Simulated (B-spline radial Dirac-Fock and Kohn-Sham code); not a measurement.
## Compton profile of La⁴⁵⁺

System: the La⁴⁵⁺ ion in the configuration [Ne] 3s2.

Input of the calculation (task.json; shells as n, l, electrons):

```json
{"items": [{
  "Z": 57,
  "q": 45,
  "cfg": [[1, 0, 2], [2, 0, 2], [2, 1, 6], [3, 0, 2]],
  "A": 139,
  "rrms": 4.855,
  "do": ["scatter"],
  "s": [0.0, 0.05, 0.1, 0.15, 0.2, 0.25, 0.3, 0.35, 0.4, 0.45, 0.5, 0.6, 0.7, 0.8, 0.9, 1.0, 1.1, 1.2, 1.4, 1.6, 1.8, 2.0, 2.5, 3.0, 3.5, 4.0, 5.0, 6.0],
  "pz": [0, 0.1, 0.2, 0.3, 0.4, 0.5, 0.6, 0.8, 1.0, 1.2, 1.4, 1.6, 1.8, 2.0, 2.5, 3.0, 4.0, 5.0, 7.0, 10.0, 15.0, 20.0, 30.0, 40.0, 60.0, 100.0],
  "hv_scatter": [2000, 5000, 8047.8, 17479.3, 20000, 100000, 200000, 500000]
}]}
```

Command: `python xray_run.py task.json out`

The computed values come from a B-spline atomic structure program: the impulse approximation on Dirac-Fock densities. pz is in atomic units of momentum; subshell profiles are per electron, for a selection of subshells; open shells are spread over both j values by their weights.

```
 pz    J total   J 1s1/2   J 2s1/2   J 2p3/2   J 3s1/2
  0     0.4675    0.0140    0.0486    0.0256    0.0957
0.4     0.4659    0.0140    0.0485    0.0256    0.0950
0.5     0.4650    0.0140    0.0485    0.0256    0.0946
0.6     0.4640    0.0140    0.0485    0.0256    0.0941
0.8     0.4613    0.0140    0.0483    0.0256    0.0929
  1     0.4579    0.0140    0.0482    0.0256    0.0914
1.2     0.4538    0.0140    0.0480    0.0256    0.0895
1.4     0.4491    0.0140    0.0477    0.0256    0.0874
1.6     0.4438    0.0140    0.0474    0.0256    0.0850
1.8     0.4379    0.0140    0.0471    0.0256    0.0824
  2     0.4315    0.0140    0.0468    0.0256    0.0796
2.5     0.4139    0.0139    0.0458    0.0256    0.0718
  3     0.3945    0.0139    0.0446    0.0255    0.0634
  4     0.3542    0.0138    0.0417    0.0255    0.0465
  5     0.3167    0.0137    0.0383    0.0253    0.0317
  7     0.2616    0.0134    0.0306    0.0246    0.0141
 10     0.2152    0.0129    0.0193    0.0224   0.00907
 15     0.1484    0.0116   0.00682    0.0164   0.00659
 20    0.09146    0.0101   0.00225    0.0102   0.00215
 30    0.03728   0.00708   0.00126   0.00316  0.000323
 40    0.01802   0.00462   0.00107  0.000925  0.000294
 60   0.005451   0.00182  0.000420  0.000103  0.000120
100  0.0008383  0.000327  5.98e-05  3.90e-06  1.63e-05
```

J(0) = 0.4675. The 3s1/2 subshell gives the largest part, 41 %.

Mean momentum ⟨p⟩ by subshell (a.u.): 1s1/2 53.9, 2s1/2 19.6, 2p1/2 25.9, 2p3/2 24.3, 3s1/2 11.2.
